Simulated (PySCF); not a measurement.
# Dipole response of Ni (nickel, neutral)

[Ar] 3d8 4s2, high-spin 3F determinant. Calculation: PySCF 2.14, in aug-cc-pwCVTZ (10s9p7d4f3g, 127 functions); the non-relativistic Hamiltonian (point nucleus). Coupled (time-dependent) response in atomic units; α is the mean over directions.

| method | mean α (bohr³) | C₆ (like pair) | S(−4) |
| --- | --- | --- | --- |
| TPSSh | 53.17 | 440.5 | 1485 |

S(−4) is the Cauchy moment in α(ω) = α(0) + S(−4) ω² + …

Reference α: 49 ± 3 bohr³ (recommended; Schwerdtfeger and Nagle, table of static dipole polarizabilities (2023 update)). Published C₆: 373.0 (Chu and Dalgarno (2004); Tang, Norbeck and Certain (1976)).

α(iu) at TPSSh:

```
u (hartree)  α(iu) (bohr³)
          0          53.17
     0.0500          49.73
      0.100          41.90
      0.200          26.56
      0.300          17.27
      0.500          9.005
      0.750          5.276
       1.00          3.653
       1.50          2.203
       2.00          1.529
       3.00         0.8913
       5.00         0.4288
```

A single London oscillator, α(iu) = α/(1 + u²/ω²), gives C₆ = (3/4) ω α². Matching the computed C₆ needs ω = 4 × 440.5 / (3 × 53.17²) = 0.208 hartree.
